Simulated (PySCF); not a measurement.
Job file and geometry (Å, from GFN2-xTB) of an NMR shielding run on `ClC(C=C=C(CB)C)Cl`, C6H9BCl2, GIAO PBE0/pcSseg-1 NMR shielding, non-relativistic, gas phase (PySCF 2.14.0, density-fitted response routines); density fitting, a coarse starting grid and PySCF grid level 2 are the driver's defaults:

```
$ OMP_NUM_THREADS=1 python probes_run.py task.json out

{"job": {"kind": "nmr", "xc": "PBE0", "basis": "pcSseg-1"}, "charge": 0, "multiplicity": 1}
B     -2.047885     0.233381    -1.692525
C     -1.425669    -0.849519    -0.738186
C     -0.625628    -0.317341     0.421704
C     -1.405846     0.334448     1.527263
C      0.668763    -0.416899     0.461774
C      1.968287    -0.494076     0.474044
C      2.823474     0.564056    -0.126275
Cl     3.868206    -0.126237    -1.404296
Cl     3.868625     1.310741     1.119472
H     -1.901951     1.376783    -1.500724
H     -2.669077    -0.127580    -2.614343
H     -2.229874    -1.481677    -0.346649
H     -0.799684    -1.518169    -1.336466
H     -2.020877    -0.408262     2.035695
H     -2.066611     1.092460     1.110749
H     -0.742700     0.795945     2.253678
H      2.490753    -1.326911     0.924964
H      2.238935     1.365175    -0.581536
```

Q: Write the output of this run.

A: 
```
coarse grid: 16432 points
cycle   1  E = -1178.4087585644  dE =  1.042e+00  |g| = 4.827e-01  |ddm| = 4.026e+00
cycle   2  E = -1178.3627194144  dE =  4.604e-02  |g| = 6.745e-01  |ddm| = 1.099e+00
cycle   3  E = -1178.4684854046  dE = -1.058e-01  |g| = 1.168e-01  |ddm| = 6.993e-01
cycle   4  E = -1178.4715328353  dE = -3.047e-03  |g| = 4.522e-02  |ddm| = 1.540e-01
cycle   5  E = -1178.4719929212  dE = -4.601e-04  |g| = 1.477e-02  |ddm| = 5.152e-02
cycle   6  E = -1178.4720453998  dE = -5.248e-05  |g| = 3.288e-03  |ddm| = 1.747e-02
cycle   7  E = -1178.4720480473  dE = -2.648e-06  |g| = 1.167e-03  |ddm| = 4.732e-03
final grid: 150296 points
cycle   8  E = -1178.5234304829  dE = -4.722e-05  |g| = 8.373e-03  |ddm| = 4.416e-02
cycle   9  E = -1178.5234238331  dE =  6.650e-06  |g| = 9.617e-03  |ddm| = 1.745e-02
cycle  10  E = -1178.5234471109  dE = -2.328e-05  |g| = 1.780e-03  |ddm| = 1.020e-02
cycle  11  E = -1178.5234477969  dE = -6.860e-07  |g| = 4.213e-04  |ddm| = 1.895e-03
cycle  12  E = -1178.5234478373  dE = -4.045e-08  |g| = 1.097e-04  |ddm| = 4.885e-04
cycle  13  E = -1178.5234478399  dE = -2.562e-09  |g| = 4.291e-05  |ddm| = 1.475e-04
cycle  14  E = -1178.5234478403  dE = -4.379e-10  |g| = 1.041e-05  |ddm| = 4.404e-05
converged SCF energy = -1178.5234478403

GIAO shielding tensors (ppm)
atom      isotropic    diamagn.    paramagn.     s11        s22        s33       span
  0 B        8.591     191.741    -183.150    -66.648    -35.477    127.897    194.544
  1 C      144.084     249.787    -105.703    115.954    153.167    163.131     47.177
  2 C       73.498     264.285    -190.788    -11.712     72.631    159.575    171.287
  3 C      164.076     245.692     -81.616    152.219    156.515    183.493     31.274
  4 C      -22.408     257.749    -280.158    -52.717    -20.658      6.149     58.866
  5 C       86.541     260.594    -174.053      9.778    107.931    141.914    132.136
  6 C       99.598     242.257    -142.659     66.466    111.906    120.423     53.957
  7 Cl     632.776    1145.137    -512.361    310.516    584.244   1003.567    693.051
  8 Cl     628.621    1144.837    -516.217    301.113    583.242   1001.506    700.393
  9 H       23.651      29.455      -5.804     14.393     28.055     28.506     14.113
 10 H       23.696      28.877      -5.182     16.587     26.540     27.960     11.373
 11 H       29.379      29.315       0.064     24.300     28.970     34.867     10.567
 12 H       28.990      30.579      -1.588     23.425     30.094     33.452     10.026
 13 H       29.855      28.271       1.584     25.947     27.663     35.954     10.007
 14 H       29.795      29.570       0.225     26.100     27.919     35.367      9.267
 15 H       29.646      29.826      -0.180     25.267     28.897     34.775      9.509
 16 H       26.055      31.008      -4.954     23.632     25.297     29.236      5.604
 17 H       25.647      27.757      -2.110     21.793     25.340     29.807      8.014
```

Size and cost of the density-fitted run: 212 basis functions, 120 s wall time on 1 thread of an Intel Xeon, shared host; peak memory 0.95 GiB.
